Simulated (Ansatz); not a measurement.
The cluster Cu₄S₄, relaxed as a singlet with RKS PBE-D4/def2-SVP in Ansatz, starting from the GFN2-xTB geometry. Force threshold 0.02 eV/Å.

The restricted singlet is unstable towards broken spin symmetry at other levels; at PBE-D4/def2-SVP this wasn't settled. The relaxation made no stability test and no search for a lower SCF solution. No other spin state of charge 0 was run. Another isomer (singlet) lies 3.13 eV lower at PBE0-D4/def2-TZVP; other spin states weren't run for this one.

Start:

```xyz
8

Cu   -0.758    1.399   -1.901
Cu    1.919    1.493    0.338
Cu   -1.913   -1.498   -0.343
Cu    0.751   -1.393    1.907
S    -2.253   -0.100   -1.896
S    -0.992   -2.438    1.315
S     0.985    2.444   -1.306
S     2.262    0.092    1.887
```

| step | energy (eV) | largest force component (eV/Å) | SCF passes |
| --- | --- | --- | --- |
| 1 | -221826.9753 | 0.199 | 54 |
| 2 | -221826.9927 | 0.032 | 27 |
| 3 | -221826.9931 | 0.008 | 30 |

Force components are those of the run's own axes.

End:

Cartesian coordinates in Å:
```
Cu -0.740 1.368 -1.862
Cu 1.885 1.469 0.333
Cu -1.882 -1.472 -0.337
Cu 0.736 -1.364 1.865
S -2.256 -0.100 -1.896
S -0.994 -2.440 1.316
S 0.987 2.447 -1.307
S 2.263 0.093 1.888
```

By distances, no bond broke or formed. The bond that changes most is Cu1–S5, from 2.12 to 2.11 Å (atoms count from 1).

No frequencies were taken in this run, so the end may be a saddle point.

Hardware: 4 threads of Arm Neoverse V2 on a shared host. Wall time 13 s.
